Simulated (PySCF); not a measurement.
AlCl2, SMILES [Cl][Al][Cl], multiplicity 2.

Geometry: r2SCAN-D4/def2-TZVP. The multiplicity is an assumed one; other spin states were not compared. The isomer is the one that the SMILES or the coordinates give; other isomers of the formula were not compared.

These are TDA-B3LYP/def2-SVPD run with PySCF values and carry that method's errors.

Vertical excitations. Gas-phase values at a fixed geometry.

| state | energy (eV) | λ (nm) | f | main pairs |
|---|---|---|---|---|
| root 1 | 3.32 | 374 | 0.054 | α HOMO→LUMO 97 % |
| root 2 | 4.11 | 302 | 0.000 | β HOMO→LUMO 99 % |
| root 3 | 4.31 | 287 | 0.000 | β HOMO−1→LUMO 99 % |
| root 4 | 4.69 | 264 | 0.009 | β HOMO−2→LUMO 94 % |
| root 5 | 4.72 | 263 | 0.020 | β HOMO−3→LUMO 97 % |
| root 6 | 5.39 | 230 | 0.097 | α HOMO→LUMO+1 86 % |
| root 7 | 5.63 | 220 | 0.009 | α HOMO→LUMO+2 34 %, α HOMO−2→LUMO 5 %, β HOMO−4→LUMO 60 % |
| root 8 | 5.76 | 215 | 0.142 | α HOMO→LUMO+2 56 %, α HOMO−2→LUMO 25 %, β HOMO−4→LUMO 17 % |
| root 9 | 5.86 | 212 | 0.000 | α HOMO−1→LUMO 99 % |
| root 10 | 6.03 | 206 | 0.064 | α HOMO→LUMO+3 92 % |
Unrestricted roots are not spin-pure.
